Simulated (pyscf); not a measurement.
**Hydrogen shift: •H₂C–InH–OH → [H₃C–In–OH]•**

Gas phase, doublet surface, charge 0. Bonds broken: In1–H5. Bonds formed: C4–H5. PySCF, gas phase, ωB97X-D3(BJ)/def2-SVP geometries.

Transition state (Å):

```xyz
7

In    -0.0096     0.3231    -0.4524
O      1.5180     1.3334     0.3461
H      2.2524     1.4380    -0.2715
C     -1.5928    -0.7579     0.4179
H     -0.5629    -1.2762    -1.1398
H     -1.5254    -1.4407     1.2788
H     -2.5169    -0.8494    -0.1686
```

One imaginary mode, 1578i cm⁻¹; descent along it reached the two sides named.

```csv
bond,change,reactant side (Å),saddle,product side
In1–H5,breaks,1.718,1.827,2.8
C4–H5,forms,3.5,1.938,1.099
```

Electronic energies relative to the reactant's lowest minimum found (eV):

| level | barrier | reaction energy | reverse barrier |
|---|---|---|---|
| ωB97X-D3(BJ)/def2-TZVP | 1.88 | -1.46 | 3.34 |
| PBE/def2-TZVP | 1.38 | -1.69 | 3.07 |
| r²SCAN/def2-TZVP | 1.59 | -1.52 | 3.11 |
| B3LYP-D3(BJ)/def2-TZVP | 1.62 | -1.63 | 3.25 |
| PBE0-D3(BJ)/def2-TZVP | 1.65 | -1.58 | 3.24 |
| M06-2X/def2-TZVP | 1.74 | -1.68 | 3.42 |
| ωB97M-D3(BJ)/def2-TZVP | 1.79 | -1.54 | 3.33 |
| HF/def2-TZVP | 2.28 | -1.15 | 3.43 |

With ωB97M-D3(BJ)/def2-TZVP energies and thermal terms (ideal gas, 1 atm, RRHO with modes under 100 cm⁻¹ raised to 100, one conformer, R ln 2 for chiral ones without a mode under 150 cm⁻¹), in eV:

```json
[
 {"T (K)": "298", "ΔH‡": "1.74", "ΔG‡": "1.75", "ΔH": "-1.38", "ΔG": "-1.39"},
 {"T (K)": "600", "ΔH‡": "1.72", "ΔG‡": "1.77", "ΔH": "-1.41", "ΔG": "-1.38"},
 {"T (K)": "900", "ΔH‡": "1.69", "ΔG‡": "1.80", "ΔH": "-1.43", "ΔG": "-1.36"},
 {"T (K)": "1200", "ΔH‡": "1.67", "ΔG‡": "1.84", "ΔH": "-1.45", "ΔG": "-1.33"}
]
```

One saddle was located; it need not be the lowest between these sides. Elements past Kr carry the def2 core potentials, without spin-orbit coupling.
